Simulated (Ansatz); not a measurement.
Reactions of C$_{2}$H$_{4}$BFO, SMILES `OC=CBF`.

Gas-phase electronic energies from Ansatz, PBE0-D4/def2-TZVP geometries. CCSD(T)/CBS adds triple-zeta CCSD(T) − MP2 to the extrapolated MP2 energy (def2 sets, frozen cores). This one scheme is used for every species, atoms too. Double bonds are as drawn, so ΔE can hold a change between cis and trans. Open shells (•) are unrestricted, without spin–orbit coupling. Spin–orbit coupling would lower the free atoms: a little for B, C, F, O. Elements past krypton have def2 core potentials. For I outer-core shells are correlated without core-valence functions, so the limit isn't a true one: a few kJ/mol of doubt a bond, and 10 to 20 or more in all where bonds break to atoms. Each species was taken in one conformer, which may not be the lowest.

Question: Order these by ΔE at CCSD(T)/CBS, lowest first. (Estimate.)
A. `O/C=C/BF` + HCl → `O/C=C\Cl` + `BF`
B. `O/C=C/BF` → B• + 2 C• + F• + 4 H• + O•
C. `O/C=C/BF` + H₂ → `B/C=C/O` + H–F
D. `O/C=C/BF` + CH₄ → `CB/C=C/O` + H–F
E. `O/C=C/BF` + HI → `O/C=C\I` + `BF`

Answer: E (+83.1 kJ/mol), A (+105.5 kJ/mol), C (+118.8 kJ/mol), D (+151.9 kJ/mol), B (+3802.5 kJ/mol).

Largest T1 diagnostic: 0.014, for `O/C=C/BF`.
